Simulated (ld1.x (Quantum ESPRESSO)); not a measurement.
Configuration tests for Au (Z = 79) (TM)

- Element: Au (Z = 79)
- Generator: ld1.x (Quantum ESPRESSO) 7.5
- Type: norm-conserving Troullier–Martins (Kleinman–Bylander form)
- Functional: PBE
- Relativity: fully relativistic
- Frozen core: [Xe] 4f14
- Valence charge: 11
- Reference configuration: 5d10 6s1 6p0
- Partial waves: 6s (bound): rc 1.95 bohr; 6p (bound, empty): rc 3.00 bohr; 5d (bound): rc 1.90 bohr
- Local potential: all-electron potential smoothed inside 2.75 bohr (lloc = -1)
- Core correction: none

Open shells are filled in proportion to 2j + 1 (rel_dist='average').

Energies are relative to the spin-unpolarised reference configuration 5d10 6s1 6p0; without spin polarisation the order of configurations can differ from experiment. The frozen-core shift is the all-electron ΔE with the core orbitals held at their reference shape minus the fully relaxed ΔE.

| valence configuration | charge | ΔE all-electron (eV) | error AE − PS (meV) | frozen-core shift (meV) |
| --- | --- | --- | --- | --- |
| 5d10 6s0 6p0 | +1 | 9.427 | +3.9 | +1.7 |
| 5d9 6s0 6p0 | +2 | 30.655 | -11 | +32 |
| 5d9 6s1 6p1 | 0 | 7.450 | -48 | +25 |
| 5d9 6s2 6p0 | 0 | 1.712 | -43 | +23 |
| 5d9 6s1 6p0 | +1 | 12.154 | -28 | +22 |

Q: What are ΔE and the potential's error for 5d8 6s0 6p0?

A: ΔE = 64.533 eV all-electron; the error (AE − PS) is -162 meV.

Q: What are ΔE and the potential's error for 5d7 6s0 6p0?

A: ΔE = 112.226 eV all-electron; the error (AE − PS) is -514 meV.

Levels in the configuration 5d9 6s0 6p0:

```tsv
level	all-electron (eV)	pseudo (eV)
5d j=3/2	-28.362	-28.438
5d j=5/2	-26.657	-26.723
```
